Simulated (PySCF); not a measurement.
Gas-phase reaction: TaCl5 + NH3 → TaCl4NH2 + HCl

Energies from PySCF, thermal terms from the rigid-rotor harmonic-oscillator model, ideal gas at 1 bar. † marks an energy on the PBE0/def2-TZVP geometry and frequencies; other levels use their own. MP2 and CCSD(T) freeze the core. All species are closed-shell singlets. Ta: scalar-relativistic def2 core potential, no spin-orbit coupling. TaCl4NH2: computed as isolated molecules; such fragments, hydroxides, amides, oligomers or adducts are transient or little studied in the gas. MP2 isn't extrapolated to the basis-set limit; its ΔH°(298 K) is 7.0 kJ in def2-SVP and 15.8 kJ in def2-TZVPP. CCSD(T) isn't extrapolated to the basis-set limit. The harmonic model lacks anharmonicity and excited electronic states, which grow with temperature; levels with a mode under 35 cm⁻¹ are left out. Soft modes under 120 cm⁻¹ make the harmonic entropy rough for TaCl5, TaCl4NH2.

| level | ΔE electronic, kJ | ΔH°(298 K), kJ | ΔS°(298 K), J/K | ΔG°(2000 K), kJ |
|---|---|---|---|---|
| BLYP/def2-TZVP† | 28 | 20 | 0 | 4 |
| CCSD(T)/def2-SVP† | 11 | 2 | 0 | -14 |
| HF/def2-TZVP† | 13 | 5 | 0 | -11 |
| M06-2X/def2-TZVP† | 14 | 6 | 0 | -10 |
| MP2/def2-SVP† | 15 | 7 | 0 | -9 |
| PBE/def2-SVP | 25 | 17 | 1 | -4 |
| PBE0/def2-QZVP† | 28 | 19 | 0 | 3 |
| PBE0/def2-SVP† | 20 | 12 | 0 | -5 |
| PBE0/def2-TZVP | 26 | 18 | 0 | 2 |
| ωB97M-V/def2-TZVP† | 19 | 11 | 0 | -5 |
ΔH° is lowest at CCSD(T)/def2-SVP† and highest at BLYP/def2-TZVP†. No reference value is set beside these.
